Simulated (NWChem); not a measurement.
System: SnNH5; SMILES [SnH3][NH2]

NWChem input:

```
start job
memory heap 200 mb stack 900 mb global 1100 mb
geometry units angstroms
  Sn    -0.225302     0.019653     0.023371
  N      1.750885    -0.140245    -0.223152
  H     -0.879032    -0.995797    -1.100603
  H     -0.569802     1.598942    -0.307156
  H     -0.803451    -0.376821     1.545158
  H      2.135957    -1.069406    -0.130962
  H      2.319909     0.474136     0.341039
end
basis spherical
  * library def2-svp
end
ecp
  Sn library def2-ecp
end
dft
  xc pbe0
  iterations 150
end
driver
  maxiter 120
end
task dft optimize
dft
  grid fine
  convergence energy 1d-8 density 1d-7
end
task dft freq numerical
```

Excerpt of the output:

```
             Northwest Computational Chemistry Package (NWChem) 7.3.0
             --------------------------------------------------------

 CS  symmetry detected

                             Geometry "geometry" -> ""
                             -------------------------

 Output coordinates in angstroms (scale by  1.889725989 to convert to a.u.)

  No.       Tag          Charge          X              Y              Z
 ---- ---------------- ---------- -------------- -------------- --------------
    1 Sn                  50.0000    -0.00393105     0.27902527     0.00000000
    2 N                    7.0000    -0.05347057    -1.71827337     0.00000000
    3 H                    1.0000    -0.81503508     0.72578905    -1.36545335
    4 H                    1.0000    -0.81503508     0.72578905     1.36545335
    5 H                    1.0000     1.52277209     0.96928684     0.00000000
    6 H                    1.0000     0.33907230    -2.17210750    -0.81227228
    7 H                    1.0000     0.33907230    -2.17210750     0.81227228

 Effective nuclear repulsion energy (a.u.)     173.7897015018

      Symmetry information
      --------------------

 Group name             Cs
 Group number              2
 Group order               2
 No. of unique centers     5

                                Z-matrix (autoz)
                                --------

 Units are Angstrom for bonds and degrees for angles

      Type          Name      I     J     K     L     M      Value
      ----------- --------  ----- ----- ----- ----- ----- ----------
    1 Stretch                  1     2                       1.99791
    2 Stretch                  1     3                       1.64983
    3 Stretch                  1     4                       1.64983
    4 Stretch                  1     5                       1.67550
    5 Stretch                  2     6                       1.00987
    6 Stretch                  2     7                       1.00987
    7 Bend                     1     2     6               116.07972
    8 Bend                     1     2     7               116.07972
    9 Bend                     2     1     3               104.98225
   10 Bend                     2     1     4               104.98225
   11 Bend                     2     1     5               115.74977
   12 Bend                     3     1     4               111.71230
   13 Bend                     3     1     5               109.65824
   14 Bend                     4     1     5               109.65824
   15 Bend                     6     2     7               107.09156
   16 Torsion                  3     1     2     6          57.47179
   17 Torsion                  3     1     2     7        -175.38025
   18 Torsion                  4     1     2     6         175.38025
   19 Torsion                  4     1     2     7         -57.47179
   20 Torsion                  5     1     2     6         -63.57398
   21 Torsion                  5     1     2     7          63.57398

                           NWChem Geometry Optimization
                           ----------------------------

 maximum gradient threshold         (gmax) =   0.000450
 rms gradient threshold             (grms) =   0.000300
 maximum cartesian step threshold   (xmax) =   0.001800
 rms cartesian step threshold       (xrms) =   0.001200
 fixed trust radius                (trust) =   0.300000
 source of zmatrix                         =   autoz

          -------------------
          Energy Minimization
          -------------------

 Using diagonal initial Hessian
 Scaling for Hessian diagonals: bonds = 1.00  angles = 0.25  torsions = 0.10

          --------
          Step   0

                                 NWChem DFT Module
                                 -----------------

 Summary of "ao basis" -> "ao basis" (spherical)
 ------------------------------------------------------------------------------
       Tag                 Description            Shells   Functions and Types
 ---------------- ------------------------------  ------  ---------------------
 Sn                         def2-svp                10       26   4s4p2d
 N                          def2-svp                 6       14   3s2p1d
 H                          def2-svp                 3        5   2s1p

      Symmetry analysis of basis
      --------------------------

        a'         42
        a"         23

[...]

      ----------------------
      Optimization converged
      ----------------------

  Step       Energy      Delta E   Gmax     Grms     Xrms     Xmax
  ---- ---------------- -------- -------- -------- -------- --------
@    7    -271.91274703 -2.3D-07  0.00004  0.00001  0.00066  0.00153
                                     ok       ok       ok       ok

                                Z-matrix (autoz)
                                --------

 Units are Angstrom for bonds and degrees for angles

      Type          Name      I     J     K     L     M      Value     Gradient
      ----------- --------  ----- ----- ----- ----- ----- ---------- ----------
    1 Stretch                  1     2                       2.04934    0.00004
    2 Stretch                  1     3                       1.71253   -0.00001
    3 Stretch                  1     4                       1.71253   -0.00001
    4 Stretch                  1     5                       1.72534   -0.00000
    5 Stretch                  2     6                       1.01889    0.00002
    6 Stretch                  2     7                       1.01889    0.00002
    7 Bend                     1     2     6               112.61709   -0.00000
    8 Bend                     1     2     7               112.61709   -0.00000
    9 Bend                     2     1     3               105.84784    0.00000
   10 Bend                     2     1     4               105.84784    0.00000
   11 Bend                     2     1     5               114.12397    0.00000
   12 Bend                     3     1     4               111.58482   -0.00000
   13 Bend                     3     1     5               109.68699   -0.00000
   14 Bend                     4     1     5               109.68699   -0.00000
   15 Bend                     6     2     7               106.82191    0.00001
   16 Torsion                  3     1     2     6          60.28077   -0.00000
   17 Torsion                  3     1     2     7        -178.84264    0.00000
   18 Torsion                  4     1     2     6         178.84264   -0.00000
   19 Torsion                  4     1     2     7         -60.28077    0.00000
   20 Torsion                  5     1     2     6         -60.43830   -0.00000
   21 Torsion                  5     1     2     7          60.43830    0.00000

                         Geometry "geometry" -> "geometry"
                         ---------------------------------

 Output coordinates in angstroms (scale by  1.889725989 to convert to a.u.)

[...]

 Rotational Constants
 --------------------
 A=   1.738691 cm-1  (  2.501533 K)
 B=   0.245531 cm-1  (  0.353256 K)
 C=   0.241699 cm-1  (  0.347743 K)

 Temperature                      =   298.15K
 frequency scaling parameter      =   1.0000

 Zero-Point correction to Energy  =   28.357 kcal/mol  (  0.045190 au)
 Thermal correction to Energy     =   31.294 kcal/mol  (  0.049870 au)
 Thermal correction to Enthalpy   =   31.886 kcal/mol  (  0.050813 au)

 Total Entropy                    =   69.066 cal/mol-K
   - Translational                =   40.637 cal/mol-K (mol. weight = 136.9440)
   - Rotational                   =   22.264 cal/mol-K (symmetry #  =        1)
   - Vibrational                  =    6.164 cal/mol-K

 Cv (constant volume heat capacity) =   15.567 cal/mol-K
   - Translational                  =    2.979 cal/mol-K
   - Rotational                     =    2.979 cal/mol-K
   - Vibrational                    =    9.608 cal/mol-K

[normal modes left out]

 ----------------------------------------------------------------------------
 Normal Eigenvalue ||           Projected Infra Red Intensities
  Mode   [cm**-1]  || [atomic units] [(debye/angs)**2] [(KM/mol)] [arbitrary]
 ------ ---------- || -------------- ----------------- ---------- -----------
    1       -0.000 ||    0.000823           0.019         0.802       0.141
    2       -0.000 ||    0.000107           0.002         0.104       0.018
    3       -0.000 ||    0.000014           0.000         0.014       0.002
    4        0.000 ||    0.000000           0.000         0.000       0.000
    5        0.000 ||    0.005118           0.118         4.989       0.876
    6        0.000 ||    0.001372           0.032         1.338       0.235
    7      140.913 ||    0.025918           0.598        25.267       4.435
    8      475.635 ||    0.056236           1.297        54.821       9.623
    9      478.988 ||    0.030458           0.703        29.692       5.212
   10      552.194 ||    0.144767           3.340       141.126      24.773
   11      643.677 ||    0.094140           2.172        91.772      16.110
   12      703.734 ||    0.077188           1.781        75.246      13.209
   13      726.445 ||    0.069667           1.607        67.915      11.922
   14      731.033 ||    0.153722           3.546       149.856      26.306
   15      871.720 ||    0.024928           0.575        24.301       4.266
   16     1544.889 ||    0.010681           0.246        10.412       1.828
   17     1892.363 ||    0.214435           4.947       209.042      36.696
   18     1943.266 ||    0.098647           2.276        96.166      16.881
   19     1947.536 ||    0.197663           4.560       192.691      33.825
   20     3547.477 ||    0.009087           0.210         8.859       1.555
   21     3645.830 ||    0.012191           0.281        11.884       2.086
 ----------------------------------------------------------------------------
```

Level: PBE0/def2-SVP with def2 effective core potentials on Sn. def2 effective core potentials on Sn; no spin-orbit coupling.
